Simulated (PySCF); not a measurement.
Relaxation of triplet NbS₂⁻

All numbers come from UPBE0 in PySCF with Nb def2-TZVPD with ECP28, S def2-TZVPD; scalar-relativistic core potentials, no spin–orbit coupling; density-fitted integrals. A (50,194) grid was used.

A hand-made bent start, of C2v symmetry, held to at least that symmetry:

```xyz
3
charge -1 multiplicity 3, angstrom
Nb    0.0000    0.0000   -0.5121
S     1.7939    0.0000    0.7440
S    -1.7939    0.0000    0.7440
```

Task: What forces act on the atoms at the start (eV/Å)?

Result: 
```
atom     Fx    Fy     Fz
 Nb1   0.00  0.00   0.52
  S2   0.25  0.00  -0.26
  S3  -0.25  0.00  -0.26
```

Task: What does it relax to?

Result: It ends at C2v with Nb–S 2.202 Å (×2); S–Nb–S 121.5° (after a last refinement on a finer grid). A frequency run shows a minimum.

Task: How much energy is released, and in how many steps?

Result: 7.4 kJ/mol in 4 steps.

Other spin states or occupations of the open shell can lie lower.

The relaxation took of the order of 2.6 core-minutes on a shared host.
